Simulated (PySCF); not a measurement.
## Telling isomers of C$_{9}$H$_{8}$O$_{3}$ apart by NMR

Theoretical values (PySCF 2.14.0 with density-fitted response routines): GIAO PBE0/pcSseg-1 shieldings, GFN2-xTB structure. Isolated molecule, one computed conformer, averaged over atoms made equivalent by symmetry, fast rotation or ring inversion, no relativistic terms.

Chemical shifts δ = σref − σ; $^{1}$H, $^{13}$C vs TMS, all at this level. Where no couplings were computed, multiplicities follow the n + 1 count of equivalent neighbours, and m marks all less simple cases (inequivalent or close neighbours, rings, F or P nearby). Acid and N–H amide carbonyl carbons lie up to 10 ppm further downfield in solution (hydrogen bonding). Shifts are as computed. Against solution values, carbons near 30 ppm lie about +3 ppm off and those near 130 ppm about +5 ppm. Of 1211 compounds with measured shifts, 218 miss one by over three times the rms of a fit or turn the order of signals round; such compounds aren't used in these exercises. OH and NH positions are gas-phase values without hydrogen bonding to other molecules.

(1) Tabulate the signals of `O=CO[C@H]1OCc2ccccc21`, `CC(=O)c1cccc(C(=O)O)c1`, `CO[C@H]1OC(=O)c2ccccc21` and their relative energies.

(2) What is the quickest way to tell O=CO[C@H]1OCc2ccccc21 from CO[C@H]1OC(=O)c2ccccc21?

(3) What is the quickest way to tell O=CO[C@H]1OCc2ccccc21 from CC(=O)c1cccc(C(=O)O)c1?

(4) What is the quickest way to tell CC(=O)c1cccc(C(=O)O)c1 from CO[C@H]1OC(=O)c2ccccc21?

## Answers

(1) 
| SMILES | carbon types | δC | δH | E rel. (kcal/mol) |
| --- | --- | --- | --- | --- |
| O=CO[C@H]1OCc2ccccc21 | 2×C 6×CH 1×CH2 | 165.3, 146.8, 145.7, 134.9, 133.7, 129.8, 125.7, 106.1, 78.2 | 8.11 (s, 1H), 8.09 (d, 1H), 7.82 (s, 1H), 7.72 (m, 1H), 7.67 (m, 1H), 7.58 (m, 1H), 5.63 (m, 1H), 5.41 (m, 1H) | 20.5 |
| CC(=O)c1cccc(C(=O)O)c1 | 4×C 4×CH 1×CH3 | 200.3, 170.9, 140.9, 140.6, 140.2, 138.6, 134.1, 132.9, 28.8 | 9.08 (s, 1H), 8.86 (d, 1H), 8.61 (d, 1H), 7.90 (m, 1H), 6.51 (br s, 1H), 2.77 (s, 3H) | 0.0 |
| CO[C@H]1OC(=O)c2ccccc21 | 3×C 5×CH 1×CH3 | 172.8, 153.7, 138.5, 135.3, 134.3, 132.3, 129.3, 105.8, 59.7 | 8.26 (d, 1H), 7.89 (m, 1H), 7.87 (m, 1H), 7.83 (m, 1H), 6.20 (s, 1H), 3.96 (s, 3H) | 15.2 |

Energies are electronic energies at PBE0/pcSseg-1 on these geometries, without zero-point or thermal terms, each for the one conformer computed, which needn't be the lowest.

(2) Both give the same number of carbon signals, but DEPT or the intensities differ. The first has an sp3 CH2 bonded to O, on an aromatic ring at 78.2 ppm, the second a methyl carbon bonded to O (CH3) at 59.7 ppm. Their most deshielded carbons lie at 165.3 and 172.8 ppm.

(3) Both give the same number of carbon signals, but DEPT or the intensities differ. The first has an sp3 CH2 bonded to O, on an aromatic ring at 78.2 ppm, the second a methyl carbon α to a carbonyl (CH3) at 28.8 ppm. Their most deshielded carbons lie at 165.3 and 200.3 ppm. In the proton spectra the most deshielded non-exchanging signals are 8.11 (s, 1H) and 9.08 (s, 1H).

(4) Both give the same number of carbon signals, but DEPT or the intensities differ. The first has a methyl carbon α to a carbonyl (CH3) at 28.8 ppm, the second a methyl carbon bonded to O (CH3) at 59.7 ppm. Their most deshielded carbons lie at 200.3 and 172.8 ppm. In the proton spectra the most deshielded non-exchanging signals are 9.08 (s, 1H) and 8.26 (d, 1H).
